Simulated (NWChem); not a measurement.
BH2S2F; SMILES SB(S)F

Program: NWChem. Coordinates come from a PBE0/def2-SVP optimisation. Gas phase, vertical. One conformer.

B3LYP/def2-SVPD, TDA puts singlet state 2 at 6.23 eV with oscillator strength 0.233.

Give the wavelength, the transition dipole and the radiative lifetime of that state in vacuum.


1. λ = 1239.84/6.23 = 199 nm, or 50250 cm⁻¹.
2. f = (2/3) ΔE μ² in atomic units, so μ = √(1.5 f/ΔE) = 1.24 a.u. = 3.14 D.
3. τ = 1.499 s cm⁻² / (f ν²) = 2.5 ns, for a non-degenerate state that emits at the vertical energy; a higher state like this one mostly decays faster by other paths.
